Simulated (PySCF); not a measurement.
## Co2+: what the settings change

The free ion Co2+ in its d7 configuration.

Method (PySCF 2.14, density fitting): CASSCF(7,5) with orbitals averaged over all microstates of the shell, strongly contracted NEVPT2 on the averaged canonical orbitals; basis x2c-TZVPall; spin-free X2C; gas phase; spin-orbit coupling by state interaction with the mean-field operator over all roots.

Base run: NEVPT2 ground state 4F, next 4P at 16131, then 2G at 17506 cm⁻¹, B(NEVPT2) 1077, ζ 526 cm⁻¹, μeff(300 K) 6.65 μB.

Q: What happens with orbitals averaged over the highest spin alone?

A: NEVPT2 ground state 4F, next 4P at 16100, then 2G at 17504 cm⁻¹, B(NEVPT2) 1075, ζ 528 cm⁻¹, μeff(300 K) 6.65 μB.
